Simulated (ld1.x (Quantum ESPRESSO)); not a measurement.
**strontium: TM pseudisation with PBEsol, fully relativistic reference atom.**

ld1.x (Quantum ESPRESSO) 7.5 was run on this input:

```
&input
   title='Sr', zed=38., rel=2, dft='PBESOL', iswitch=3,
   config='[Kr] 4d0 5s2 5p0', rel_dist='average',
   nld=5, rlderiv=4.10, eminld=-2.0, emaxld=5.0, deld=0.02
 /
 &inputp
   pseudotype=2, tm=.true., lloc=-2, rcloc=2.75,
   nlcc=.true., rcore=1.20,
   file_pseudopw='Sr.UPF', file_wfcaegen='ae.wfc', file_wfcncgen='nc.wfc', file_beta='beta', file_chi='chi'
 /
3
5S  1  0   2.00   0.00  2.85  2.85  0.0
5P  2  1   0.00   0.00  3.80  3.80  0.0
4D  3  2   0.00   0.00  2.05  2.05  0.0
 &test
   configts(1)='4d0 5s2 5p0'
 /
```

Command:

```bash
ld1.x < Sr.in > Sr.out
```

The program printed (shortened: banner, matrices, multipoles, cross overlaps and the repeated all-electron block are left out):

```
Program LD1 v.7.5
     --------------------------- All-electron run ----------------------------

     Sr
     dirac relativistic calculation

     atomic number is 38.00
     dft =PBESOL   lsd =0 sic =0 latt =0  beta=0.20 tr2=1.0E-14
     Exchange-correlation= PBESOL
                           (   1   4  10   8   0   0   0)
     mesh =1221 r(mesh) = 100.72700 a.u. xmin = -7.00 dx = 0.01250
     1 Ry =  13.60569312 eV, c = 137.03599908

     n l j   nl                  e(Ry)          e(Ha)          e(eV)
     Spin orbit split results
     1 0 0.5 1S 1( 2.00)     -1170.0909      -585.0455    -15919.8983
     2 0 0.5 2S 1( 2.00)      -158.4202       -79.2101     -2155.4161
     2 1 0.5 2P 1( 2.00)      -144.2008       -72.1004     -1961.9513
     2 1 1.5 2P 1( 4.00)      -139.1783       -69.5892     -1893.6173
     3 0 0.5 3S 1( 2.00)       -24.4842       -12.2421      -333.1243
     3 1 0.5 3P 1( 2.00)       -19.3223        -9.6612      -262.8938
     3 1 1.5 3P 1( 4.00)       -18.5518        -9.2759      -252.4097
     4 0 0.5 4S 1( 2.00)        -3.0030        -1.5015       -40.8577
     4 1 0.5 4P 1( 2.00)        -1.7340        -0.8670       -23.5925
     4 1 1.5 4P 1( 4.00)        -1.6483        -0.8241       -22.4257
     3 2 1.5 3D 1( 4.00)        -9.4840        -4.7420      -129.0371
     3 2 2.5 3D 1( 6.00)        -9.3495        -4.6748      -127.2068
     4 2 1.5 4D 1( 0.00)        -0.0967        -0.0484        -1.3163
     4 2 2.5 4D 1( 0.00)        -0.0933        -0.0467        -1.2696
     5 0 0.5 5S 1( 2.00)        -0.2599        -0.1299        -3.5356
     5 1 0.5 5P 1( 0.00)        -0.0964        -0.0482        -1.3121
     5 1 1.5 5P 1( 0.00)        -0.0917        -0.0459        -1.2477
     Averaged results
     1 0     1S 1( 2.00)     -1170.0909      -585.0455    -15919.8983
     2 0     2S 1( 2.00)      -158.4202       -79.2101     -2155.4161
     2 1     2P 1( 6.00)      -140.8525       -70.4262     -1916.3953
     3 0     3S 1( 2.00)       -24.4842       -12.2421      -333.1243
     3 1     3P 1( 6.00)       -18.8086        -9.4043      -255.9044
     4 0     4S 1( 2.00)        -3.0030        -1.5015       -40.8577
     4 1     4P 1( 6.00)        -1.6768        -0.8384       -22.8147
     3 2     3D 1(10.00)        -9.4033        -4.7017      -127.9389
     4 2     4D 1( 0.00)        -0.0947        -0.0473        -1.2883
     5 0     5S 1( 2.00)        -0.2599        -0.1299        -3.5356
     5 1     5P 1( 0.00)        -0.0933        -0.0466        -1.2691

     final scf error:  4.9E-15 reached in  28 iterations

     Etot =   -6355.761101 Ry,   -3177.880551 Ha,  -86474.535106 eV

     Ekin =    6546.481415 Ry,    3273.240708 Ha,   89069.417172 eV
     Encl =  -15341.710231 Ry,   -7670.855115 Ha, -208734.601381 eV
     Eh   =    2645.721580 Ry,    1322.860790 Ha,   35996.875905 eV
     Exc  =    -206.253866 Ry,    -103.126933 Ha,   -2806.226802 eV

     normalization and overlap integrals

     s(1S/1S) =  1.000000  <r> =   0.0392  <r2> =    0.0021  r(max) =   0.0257
     s(2S/2S) =  1.000000  <r> =   0.1723  <r2> =    0.0350  r(max) =   0.1459
     s(2P/2P) =  1.000000  <r> =   0.1475  <r2> =    0.0267  r(max) =   0.1136
     s(2P/2P) =  1.000000  <r> =   0.1517  <r2> =    0.0281  r(max) =   0.1165
     s(3S/3S) =  1.000000  <r> =   0.4923  <r2> =    0.2784  r(max) =   0.4382
     s(3P/3P) =  1.000000  <r> =   0.4916  <r2> =    0.2825  r(max) =   0.4274
     s(3P/3P) =  1.000000  <r> =   0.5021  <r2> =    0.2944  r(max) =   0.4328
     s(4S/4S) =  1.000000  <r> =   1.3569  <r2> =    2.0943  r(max) =   1.1911
     s(4P/4P) =  1.000000  <r> =   1.5449  <r2> =    2.7538  r(max) =   1.3164
     s(4P/4P) =  1.000000  <r> =   1.5791  <r2> =    2.8784  r(max) =   1.3330
     s(3D/3D) =  1.000000  <r> =   0.4963  <r2> =    0.3005  r(max) =   0.3772
     s(3D/3D) =  1.000000  <r> =   0.5000  <r2> =    0.3048  r(max) =   0.3772
     s(4D/4D) =  1.000000  <r> =   3.4790  <r2> =   15.7237  r(max) =   2.0905
     s(4D/4D) =  1.000000  <r> =   3.5292  <r2> =   16.1827  r(max) =   2.1168
     s(5S/5S) =  1.000000  <r> =   4.3159  <r2> =   21.2138  r(max) =   3.6690
     s(5P/5P) =  1.000000  <r> =   5.7858  <r2> =   38.6137  r(max) =   4.7703
     s(5P/5P) =  1.000000  <r> =   5.8992  <r2> =   40.1445  r(max) =   4.8911

     ------------------------ End of All-electron run ------------------------

     --------------------- Generating NC pseudopotential ---------------------

      Generating local potential from pseudized AE potential:
      Matching radius rcloc =   2.7500
      Enforcing V''(0)=0 (lloc=-2)

      Local pseudo, rcloc= 2.752 Estimated cut-off energy=     4.47 Ry

      Computing core charge for nlcc:

       r > 1.21 : true rho core
       r < 1.21 : rho core = a sin(br)/r    a=   7.24  b=   1.77

      Integrated core pseudo-charge :  10.29

     Fully relativistic calculation: |psi|^2

     Wfc 5S LC norm =  0.99998062 SC norm =  0.00001825 missing  0.00000113

     Wfc 5P LC norm =  0.99998931 SC norm =  0.00001058 missing  0.00000011

     Wfc 5P LC norm =  0.99998964 SC norm =  0.00000850 missing  0.00000186

     Wfc 4D LC norm =  0.99996418 SC norm =  0.00003580 missing  0.00000003

     Wfc 4D LC norm =  0.99996512 SC norm =  0.00003317 missing  0.00000171

      Wfc   5S  rcut= 2.822  Using Troullier-Martins method

      Wfc   5P  rcut= 3.809  Using Troullier-Martins method

      Wfc   5P  rcut= 3.809  Using Troullier-Martins method

      Wfc   4D  rcut= 2.039  Using Troullier-Martins method

      Wfc   4D  rcut= 2.039  Using Troullier-Martins method

     ------------------- End of pseudopotential generation -------------------

     Computing logarithmic derivative in   4.08035
     Computing logarithmic derivative in   4.08035
     Computing the partial wave expansion
     R is outside the sphere for l=    0 j= 0.50
     R is outside the sphere for l=    1 j= 0.50
     R is outside the sphere for l=    1 j= 1.50
     R is outside the sphere for l=    2 j= 1.50
     R is outside the sphere for l=    2 j= 2.50

     ---------------------- Testing the pseudopotential ----------------------

     Sr
     dirac relativistic calculation

     atomic number is 38.00   valence charge is  2.00
     dft =PBESOL   lsd =0 sic =0 latt =0  beta=0.20 tr2=1.0E-14
     mesh =1221 r(mesh) = 100.72700 xmin = -7.00 dx = 0.01250

     n l  j  nl             e AE (Ry)       e PS (Ry)    De AE-PS (Ry)
     3 2 1.5 4D   1( 0.00)       -0.09674       -0.09673       -0.00001
     3 2 2.5 4D   1( 0.00)       -0.09332       -0.09332        0.00000
     1 0 0.5 5S   1( 2.00)       -0.25986       -0.25986       -0.00000
     2 1 0.5 5P   1( 0.00)       -0.09644       -0.09644       -0.00000
     2 1 1.5 5P   1( 0.00)       -0.09170       -0.09170       -0.00000

     eps = 5.8E-16  iter =  4

     Etot =   -6355.761101 Ry,   -3177.880551 Ha,  -86474.535106 eV
     Etotps =   -12.666620 Ry,      -6.333310 Ha,    -172.338139 eV

     Ekin =       0.285383 Ry,       0.142691 Ha,       3.882828 eV
     Encl =      -2.077244 Ry,      -1.038622 Ha,     -28.262339 eV
     Ehrt =       0.834345 Ry,       0.417173 Ha,      11.351843 eV
     Ecxc =     -12.059075 Ry,      -6.029538 Ha,    -164.072075 eV
     (Ecc =     -11.426602 Ry,      -5.713301 Ha,    -155.466839 eV)
     Epseu=       0.349971 Ry,       0.174986 Ha,       4.761604 eV

     ---------------------- End of pseudopotential test ----------------------
```

Generation and configuration tests took about 1.8 s on one core of a shared server CPU.

Transferability test of the new file with ld1.x, input:

```
&input
   title='Sr', zed=38., rel=2, dft='PBESOL', iswitch=2,
   config='[Kr] 4d0 5s2 5p0', rel_dist='average'
 /
 &test
   file_pseudo='Sr.UPF', nconf=8,
   configts(1)='4d0 5s2 5p0',
   configts(2)='4d0 5s1 5p0',
   configts(3)='4d0 5s1.5 5p0',
   configts(4)='4d0 5s1 5p1',
   configts(5)='4d0 5s0 5p2',
   configts(6)='4d1 5s0 5p0',
   configts(7)='4d0 5s0 5p1',
   configts(8)='4d1 5s1 5p0'
 /
```

```bash
ld1.x < Sr.test.in > Sr.test.out
```

Pseudopotential blocks of its output, shortened (energy terms left out):

```
     ---------------------- Testing the pseudopotential ----------------------

     n l  j  nl             e AE (Ry)       e PS (Ry)    De AE-PS (Ry)
     3 2 1.5 4D   1( 0.00)       -0.09674       -0.09673       -0.00001
     3 2 2.5 4D   1( 0.00)       -0.09332       -0.09332        0.00000
     1 0 0.5 5S   1( 2.00)       -0.25986       -0.25986       -0.00000
     2 1 0.5 5P   1( 0.00)       -0.09644       -0.09644       -0.00000
     2 1 1.5 5P   1( 0.00)       -0.09170       -0.09170       -0.00000

     eps = 9.2E-16  iter =  4

     Etot =   -6355.761101 Ry,   -3177.880551 Ha,  -86474.535106 eV
     Etotps =   -12.666620 Ry,      -6.333310 Ha,    -172.338138 eV

     ---------------------- End of pseudopotential test ----------------------

          ---------------------- Testing the pseudopotential ----------------------

     n l  j  nl             e AE (Ry)       e PS (Ry)    De AE-PS (Ry)
     3 2 1.5 4D   1( 0.00)       -0.50208       -0.49976       -0.00231
     3 2 2.5 4D   1( 0.00)       -0.49720       -0.49492       -0.00227
     1 0 0.5 5S   1( 1.00)       -0.61297       -0.61249       -0.00048
     2 1 0.5 5P   1( 0.00)       -0.40238       -0.40162       -0.00077
     2 1 1.5 5P   1( 0.00)       -0.39433       -0.39375       -0.00058

     eps = 8.2E-15  iter =  7

     Etot =   -6355.327798 Ry,   -3177.663899 Ha,  -86468.639709 eV
     Etotps =   -12.233773 Ry,      -6.116886 Ha,    -166.448956 eV
     dEtot_ae =       0.433304 Ry
     dEtot_ps =       0.432847 Ry,   Delta E=       0.000457 Ry

     ---------------------- End of pseudopotential test ----------------------

          ---------------------- Testing the pseudopotential ----------------------

     n l  j  nl             e AE (Ry)       e PS (Ry)    De AE-PS (Ry)
     3 2 1.5 4D   1( 0.00)       -0.28933       -0.28809       -0.00123
     3 2 2.5 4D   1( 0.00)       -0.28515       -0.28394       -0.00120
     1 0 0.5 5S   1( 1.50)       -0.43174       -0.43120       -0.00055
     2 1 0.5 5P   1( 0.00)       -0.24425       -0.24375       -0.00050
     2 1 1.5 5P   1( 0.00)       -0.23784       -0.23737       -0.00046

     eps = 6.3E-15  iter =  7

     Etot =   -6355.588706 Ry,   -3177.794353 Ha,  -86472.189549 eV
     Etotps =   -12.494361 Ry,      -6.247180 Ha,    -169.994441 eV
     dEtot_ae =       0.172395 Ry
     dEtot_ps =       0.172259 Ry,   Delta E=       0.000137 Ry

     ---------------------- End of pseudopotential test ----------------------

          ---------------------- Testing the pseudopotential ----------------------

     n l  j  nl             e AE (Ry)       e PS (Ry)    De AE-PS (Ry)
     3 2 1.5 4D   1( 0.00)       -0.16216       -0.16413        0.00197
     3 2 2.5 4D   1( 0.00)       -0.15815       -0.16008        0.00193
     1 0 0.5 5S   1( 1.00)       -0.30722       -0.30751        0.00029
     2 1 0.5 5P   1( 0.33)       -0.13725       -0.13663       -0.00061
     2 1 1.5 5P   1( 0.67)       -0.13214       -0.13151       -0.00063

     eps = 7.8E-16  iter =  9

     Etot =   -6355.591116 Ry,   -3177.795558 Ha,  -86472.222341 eV
     Etotps =   -12.496238 Ry,      -6.248119 Ha,    -170.019985 eV
     dEtot_ae =       0.169985 Ry
     dEtot_ps =       0.170381 Ry,   Delta E=      -0.000396 Ry

     ---------------------- End of pseudopotential test ----------------------

          ---------------------- Testing the pseudopotential ----------------------

     n l  j  nl             e AE (Ry)       e PS (Ry)    De AE-PS (Ry)
     3 2 1.5 4D   1( 0.00)       -0.22189       -0.22906        0.00716  !
     3 2 2.5 4D   1( 0.00)       -0.21732       -0.22434        0.00702  !
     1 0 0.5 5S   1( 0.00)       -0.34632       -0.34859        0.00227
     2 1 0.5 5P   1( 0.67)       -0.16952       -0.16877       -0.00075
     2 1 1.5 5P   1( 1.33)       -0.16403       -0.16324       -0.00079

     eps = 2.6E-15  iter = 10

     Etot =   -6355.414263 Ry,   -3177.707131 Ha,  -86469.816131 eV
     Etotps =   -12.317552 Ry,      -6.158776 Ha,    -167.588835 eV
     dEtot_ae =       0.346838 Ry
     dEtot_ps =       0.349067 Ry,   Delta E=      -0.002229 Ry

     ---------------------- End of pseudopotential test ----------------------

          ---------------------- Testing the pseudopotential ----------------------

     n l  j  nl             e AE (Ry)       e PS (Ry)    De AE-PS (Ry)
     3 2 1.5 4D   1( 0.40)       -0.40650       -0.40037       -0.00613  !
     3 2 2.5 4D   1( 0.60)       -0.40232       -0.39641       -0.00592  !
     1 0 0.5 5S   1( 0.00)       -0.54355       -0.54524        0.00169
     2 1 0.5 5P   1( 0.00)       -0.34817       -0.35206        0.00388
     2 1 1.5 5P   1( 0.00)       -0.34129       -0.34525        0.00396

     eps = 2.3E-17  iter =  7

     Etot =   -6355.200248 Ry,   -3177.600124 Ha,  -86466.904306 eV
     Etotps =   -12.101578 Ry,      -6.050789 Ha,    -164.650357 eV
     dEtot_ae =       0.560854 Ry
     dEtot_ps =       0.565042 Ry,   Delta E=      -0.004188 Ry

     ---------------------- End of pseudopotential test ----------------------

          ---------------------- Testing the pseudopotential ----------------------

     n l  j  nl             e AE (Ry)       e PS (Ry)    De AE-PS (Ry)
     3 2 1.5 4D   1( 0.00)       -0.56560       -0.57107        0.00547  !
     3 2 2.5 4D   1( 0.00)       -0.56033       -0.56571        0.00539  !
     1 0 0.5 5S   1( 0.00)       -0.65659       -0.66012        0.00353
     2 1 0.5 5P   1( 0.33)       -0.44791       -0.44731       -0.00061
     2 1 1.5 5P   1( 0.67)       -0.44010       -0.43969       -0.00041

     eps = 7.6E-16  iter = 12

     Etot =   -6355.113049 Ry,   -3177.556525 Ha,  -86465.717907 eV
     Etotps =   -12.017164 Ry,      -6.008582 Ha,    -163.501848 eV
     dEtot_ae =       0.648052 Ry
     dEtot_ps =       0.649455 Ry,   Delta E=      -0.001403 Ry

     ---------------------- End of pseudopotential test ----------------------

          ---------------------- Testing the pseudopotential ----------------------

     n l  j  nl             e AE (Ry)       e PS (Ry)    De AE-PS (Ry)
     3 2 1.5 4D   1( 0.40)       -0.06819       -0.06690       -0.00129
     3 2 2.5 4D   1( 0.60)       -0.06545       -0.06430       -0.00115
     1 0 0.5 5S   1( 1.00)       -0.24203       -0.24442        0.00239
     2 1 0.5 5P   1( 0.00)       -0.09120       -0.09399        0.00279
     2 1 1.5 5P   1( 0.00)       -0.08721       -0.08999        0.00278

     eps = 5.3E-15  iter = 14

     Etot =   -6355.589669 Ry,   -3177.794834 Ha,  -86472.202652 eV
     Etotps =   -12.493116 Ry,      -6.246558 Ha,    -169.977508 eV
     dEtot_ae =       0.171432 Ry
     dEtot_ps =       0.173503 Ry,   Delta E=      -0.002071 Ry

     ---------------------- End of pseudopotential test ----------------------
```
